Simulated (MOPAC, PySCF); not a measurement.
HBCl$_{2}$, SMILES `ClBCl`, neutral singlet in the gas phase. 

Cartesian coordinates (Å):
SMILES: ClBCl
```xyz
4

Cl    -1.3328    -0.7463    -0.6128
B     -0.0067     0.1331     0.0881
Cl     1.4062    -0.7011     0.6632
H     -0.0666     1.3144     0.1748
```
Charge 0, spin multiplicity 1.

All levels are single points at this geometry (r2SCAN-D4/def2-TZVP); Pople sets use spherical d functions. Orbital energies aren't observables, and empty levels follow the basis.

```tsv
level	HOMO (eV)	LUMO (eV)	gap (eV)	dipole (D)	vertical IE, Delta-SCF (eV)
PBE-D3(BJ)/def2-TZVP in PySCF	-7.84	-2.71	5.13	0.34	–
r2SCAN-D4/def2-TZVP in PySCF	-8.19	-2.40	5.79	0.43	–
B3LYP/LANL2DZ in PySCF	-9.13	-2.06	7.07	0.87	–
M06-2X/6-31G* in PySCF	-10.57	-0.68	9.89	0.67	–
HF/3-21G in PySCF	-12.88	1.64	14.52	1.33	–
HF/6-31G* in PySCF	-12.67	2.17	14.84	0.90	11.93
HF/STO-3G in PySCF	-11.30	4.90	16.20	1.31	–
AM1 in MOPAC	-11.67	-0.08	11.59	1.17	–
PM6 in MOPAC	-11.03	-0.60	10.42	0.97	–
```
